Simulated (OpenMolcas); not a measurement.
Os2+ among 6 point charges of -1.7 e arranged as a tetragonal octahedron (D4h), 2.24 Å from the ion, with the axial distance 2.643 Å.
```
   2.2400    0.0000    0.0000  -1.70
   0.0000    2.2400    0.0000  -1.70
  -2.2400    0.0000    0.0000  -1.70
   0.0000   -2.2400    0.0000  -1.70
   0.0000    0.0000    2.6432  -1.70
   0.0000    0.0000   -2.6432  -1.70
```

```yaml
Program: OpenMolcas 26.06
Method: CASSCF
Basis: ANO-RCC-VDZP [7s6p4d2f1g]
Scalar_Hamiltonian: DKH2, point nucleus
Active_space: 6 electrons in 5 orbitals (5d)
State_averaging: 2S+1 = 5 even, 5 roots; 2S+1 = 3 even, 45 roots; 2S+1 = 1 even, 50 roots
Spin-orbit_coupling: RASSI with atomic mean-field integrals over the reference wave functions
```

What is the spin-free ground state (labels of D4, the rotations of D4h)?

5E, 2-fold in its orbital part, 100 % from free-ion D terms; it has the highest spin that d6 allows.

Where is the first state of the same spin?

5B2 at 2650 cm-1 above the ground state.

What are the lowest two levels with spin-orbit coupling?

A 1-fold level B1, then a 2-fold level E 404.0 cm-1 above it. Their leading multiplicities are 5 (74 %) and 5 (78 %).

What is χT at 300 K?

3.34 cm3 K/mol.

Spin-orbit coupling mixes the spin-free states strongly: the lowest level takes only 68 % from its leading state, 5E. An orbital doublet at a regular site is open to a Jahn-Teller distortion, which this geometry leaves out. Without dynamic correlation the repulsion within the d shell is too large (B by tens of per cent), so at a given field states of lower spin stand too high. This shell can be high or low spin here, a state of another spin lies low, and with metal d orbitals alone active their balance is uncertain, so the ground spin may be wrong. Point charges give a weaker field than real ligands, and real ions of this kind are as a rule low spin; the high spin found here belongs to the model. This is an electrostatic model: the charges have no orbitals. No measured value stands beside these numbers.
